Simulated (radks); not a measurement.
The numbers below are computed, except where a source is named.
Task: All-electron atom: the rhenium anion Re- in [Xe] 4f14 5d6 6s2. Code: a radial shooting solver on a logarithmic mesh with Libxc functionals. Model: scalar-relativistic Kohn-Sham, PBE, spin-polarised, spherical densities, point nucleus; open shells are filled with parallel spins first (spin-orbit coupling, left out, can overturn this in heavy ions); hard spherical wall at 6 bohr. Some entries of the table are withheld. Estimate them.

orbital  occ.  eigenvalue (eV)  r(max) (bohr)
1s down     1        -71656.14        0.01124
1s up       1        -71656.14        0.01124
2s up       1        -12414.15        0.06451
2s down     1        -12413.98        0.06451
2p up       3        -10830.84        0.05303
2p down     3        -10830.71        0.05303
3s up       1        -2865.238         0.1819
3s down     1        -2865.190         0.1819
3p up       3        -2398.464         0.1803
3p down     3        -2398.409         0.1803
3d up       5        -1869.766         0.1469
3d down     5        -1869.657         0.1469
4s up       1        -588.8760         0.4125
4s down     1        -588.7285         0.4126
4p up       3        -435.7963         0.4330
4p down     3        -435.6607         0.4330
4d up       5        -243.8581         0.4432
4d down     5        -243.6983         0.4433
5s up       1         -74.4590         0.9392
5s down     1         -73.0321         0.9359
5p up       3         -36.5749          1.064
5p down     3         -34.6870          1.058
4f up       7         -30.9193         0.4169
4f down     7         -30.6014         0.4168
6s up       1           2.3138          2.653
6s down     1           3.6910          2.767
5d up       5           3.9163          1.454
5d down     1           6.0153          1.449
6p up       0              (1)          3.385
6p down     0              (2)          3.480
7s up       0          18.2358          4.545
5f up       0          18.4555          4.021
5f down     0          19.2125          4.075
7s down     0          19.3252          4.582

Result: 
(1) 6p up eigenvalue (eV): 7.7338
(2) 6p down eigenvalue (eV): 8.6924
